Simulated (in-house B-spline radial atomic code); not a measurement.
# Solving the quasi-particle equation for 4f of Re⁷⁺

Configuration [Xe] 4f14, start PBE, empty levels kept to 42666.7 hartree. Computed with a B-spline radial code for spherical atoms: all electrons, scalar-relativistic (spin-free one-electron X2C), finite nucleus, each spin shell either full or empty, empty states to l = 9 with an (l + 1/2)⁻⁴ tail; G0W0 by contour deformation at full frequency.

Without the two-electron picture change, the correlation of inner shells comes somewhat too large for so heavy an element.

At the mean-field level ε = -138.249 eV the matrix elements are Σx = -95.442 eV, v_xc = -75.504 eV and Σc(ε) = 3.736 eV, and the slope of the correlation self-energy is dΣc/dω = -0.0505. The quasi-particle energy solves E = ε + Σx − v_xc + Σc(E).

**Question.** What does the linearised equation give?

**Answer.** Z = 1/(1 − dΣc/dω) = 1/1.0505 = 0.9519. The first-order shift is Σx − v_xc + Σc(ε) = -95.442 − (-75.504) + (3.736) = -16.202 eV, so E ≈ ε + Z × shift = -138.249 + 0.9519 × (-16.202) = -153.672 eV.

**Question.** How does that compare with the full solution and with static screening?

**Answer.** Solving the equation at full frequency dependence gives E = -153.594 eV, where Σc = 4.593 eV and the weight is 0.942; the linearised value is off by 78 meV. Leaving Z out would give -154.451 eV. Static COHSEX puts -2.242 eV in place of Σc and gives -160.429 eV, 6.83 eV deeper.
